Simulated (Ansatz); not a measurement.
**Nudged elastic band run: AlH₅O₂Si**

Input file:

```yaml
crystal:
  periodic: [false, false, false]
  atoms:
    - { symbol: O, position_ang: [-1.056082, 2.18547, -0.439178] }
    - { symbol: Al, position_ang: [-0.263678, 1.227912, 0.747406] }
    - { symbol: Si, position_ang: [0.363804, -1.115961, 0.278579] }
    - { symbol: O, position_ang: [0.298727, -1.544827, -1.347846] }
    - { symbol: H, position_ang: [-1.305015, 1.804327, -1.290356] }
    - { symbol: H, position_ang: [0.000106, 1.980661, 2.125457] }
    - { symbol: H, position_ang: [1.703671, -1.441696, 0.87598] }
    - { symbol: H, position_ang: [-0.603061, -2.042978, 0.938395] }
    - { symbol: H, position_ang: [0.950027, -1.099209, -1.905737] }
basis:
  gaussian: { orbitals: "6-31G*" }
hamiltonian:
  xc: r2scan
  dispersion: d4
neb:
  order_check: false
  images: 7
  f_tol: 0.2
  max_iterations: 57
  initial_path: idpp
  final_atoms:
    - { symbol: O, position_ang: [-0.85134162, 2.10764393, -0.50428974] }
    - { symbol: Al, position_ang: [-0.35814178, 1.25282075, 0.90109813] }
    - { symbol: Si, position_ang: [0.42366783, -0.99132434, 0.30768668] }
    - { symbol: O, position_ang: [0.17463947, -0.8977448, -1.3607381] }
    - { symbol: H, position_ang: [-0.75973759, 1.60376286, -1.32725277] }
    - { symbol: H, position_ang: [-0.47600296, 2.00305608, 2.29639742] }
    - { symbol: H, position_ang: [1.85893633, -1.29717201, 0.6269089] }
    - { symbol: H, position_ang: [-0.33713526, -2.13852171, 0.90804277] }
    - { symbol: H, position_ang: [0.41361459, -1.68882176, -1.86515329] }
```

Command:

```bash
$ ansatz run input.yaml --threads 1 --pin off --max-ram 2048MiB --backend cpu --events-out ev --progress --plain --runs-dir out
```

Output, in part (warnings, iteration lines, the closing report on the highest movable image, with atoms numbered from 0):

```
NEB end point (image 0): max|allowed force component| = 1.167e-2 eV/Å (the criterion of neb.relax_end_points is 4.000e-2)
NEB end point (image 8): max|allowed force component| = 1.263e-3 eV/Å (the criterion of neb.relax_end_points is 4.000e-2)
NEB iter   1: max|band force component| = 9.693e-1 eV/Å  barrier→ = 0.0717 eV  barrier← = 0.1487 eV  Δτ_max = 0.1100 Å  (234 SCF iters)
NEB iter   2: max|band force component| = 4.273e-1 eV/Å  barrier→ = 0.0509 eV  barrier← = 0.1280 eV  CI = image 3  Δτ_max = 0.0763 Å  (188 SCF iters)
NEB iter   3: max|band force component| = 4.008e-1 eV/Å  barrier→ = 0.0299 eV  barrier← = 0.1070 eV  CI = image 3  Δτ_max = 0.1881 Å  (188 SCF iters)
NEB iter   4: max|band force component| = 6.486e-1 eV/Å  barrier→ = 0.0177 eV  barrier← = 0.0947 eV  CI = image 3  Δτ_max = 0.0989 Å  (200 SCF iters)
NEB iter   5: max|band force component| = 2.375e-1 eV/Å  barrier→ = 0.0113 eV  barrier← = 0.0884 eV  CI = image 3  Δτ_max = 0.1984 Å  (193 SCF iters)
NEB iter   6: max|band force component| = 4.761e-1 eV/Å  barrier→ = 0.0490 eV  barrier← = 0.1261 eV  CI = image 4  Δτ_max = 0.0992 Å  (199 SCF iters)
NEB iter   7: max|band force component| = 2.414e-1 eV/Å  barrier→ = 0.0172 eV  barrier← = 0.0942 eV  CI = image 4  Δτ_max = 0.0692 Å  (191 SCF iters)
NEB iter   8: max|band force component| = 4.974e-1 eV/Å  barrier→ = 0.0085 eV  barrier← = 0.0856 eV  CI = image 3  Δτ_max = 0.0898 Å  (190 SCF iters)
NEB iter   9: max|band force component| = 9.153e-2 eV/Å  barrier→ = 0.0081 eV  barrier← = 0.0851 eV  CI = image 3  Δτ_max = 0.0000 Å  (373 SCF iters)
Total energy: -18647.18609547 eV, -685.2714494920 hartree
Atom 0 at    -0.972906     2.222317    -0.404064 Å, force     0.027822    -0.050346     0.047313 eV/Å
Atom 1 at    -0.292757     1.232001     0.829159 Å, force    -0.026583     0.047375    -0.042314 eV/Å
Atom 2 at     0.320201    -1.083961     0.254866 Å, force     0.019624    -0.040266    -0.010953 eV/Å
Atom 3 at     0.133788    -1.362179    -1.397543 Å, force    -0.030987     0.015015     0.026802 eV/Å
Atom 4 at    -1.123079     1.825328    -1.272347 Å, force    -0.004010     0.012225    -0.003079 eV/Å
Atom 5 at    -0.115370     1.945635     2.241354 Å, force    -0.002043    -0.001764    -0.004050 eV/Å
Atom 6 at     1.724882    -1.417575     0.675508 Å, force    -0.001720     0.012432    -0.000758 eV/Å
Atom 7 at    -0.539650    -2.083073     0.961718 Å, force    -0.009859     0.008238     0.003147 eV/Å
Atom 8 at     0.953391    -1.324792    -1.905951 Å, force     0.027757    -0.002909    -0.016107 eV/Å
Dipole moment:     0.295485    -0.163752    -0.224790 e Å
```

The forces met the threshold. The threshold of 0.2 eV/Å is loose, so the images may lie well off the minimum-energy path. Another band between the same ends (7 images) ends at a top of the same energy, where a vibrational analysis finds 1 clearly imaginary mode.

Final band (atoms are numbered from 1 in the order of the input):

```
image  path coordinate (Å)  energy (kcal/mol)  dihedral H7–Si3–O4–H9 (°)
    0                 0.00                0.0                        -60
    1                 0.18                0.0                        -56
    2                 0.37                0.1                        -42
    3                 0.55                0.2                        -24
    4                 0.84               -0.3                          6
    5                 1.12               -1.2                         34
    6                 1.40               -1.6                         52
    7                 1.69               -1.7                         58
    8                 1.97               -1.8                         58
```

The run took 3.4 min on 1 thread of Intel(R) Xeon(R) Platinum 8488C (Sapphire Rapids), on a shared host, peak memory 0.15 GiB.
